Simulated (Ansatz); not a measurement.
CHClNSn (`N#[C][SnH][Cl]`) radical, relaxed with UKS PBE-D4/def2-SVP in Ansatz from a rough embedded geometry. The force threshold is 0.03 eV/Å; the program also tests the step.

The species carries charge 0 and has multiplicity 2. Sn: def2 effective core potential.

Start:

```xyz
5

N    -1.591    1.865   -0.645
C    -0.860    0.912   -0.483
Sn    0.426   -0.755   -0.259
Cl    2.383   -0.089    0.629
H    -0.358   -1.933    0.757
```

Problem. How much energy does the relaxation release, and in how many steps? (Estimate.)

Solution. Computed: 23.10 kJ/mol, in 3 steps.

Problem. Which bonds change most? (An estimate is asked.)

Solution. Ansatz gave: Sn3–Cl4 from 2.250 to 2.380 Å; C2–Sn3 from 2.117 to 2.157 Å; N1–C2 from 1.212 to 1.176 Å; Sn3–H5 from 1.742 to 1.755 Å.

Problem. Give the relaxed structure. (Estimate.)

Solution. Computed: 
```xyz
5

N    -1.560    1.851   -0.619
C    -0.859    0.918   -0.469
Sn    0.402   -0.829   -0.358
Cl    2.397   -0.030    0.663
H    -0.381   -1.910    0.782
```
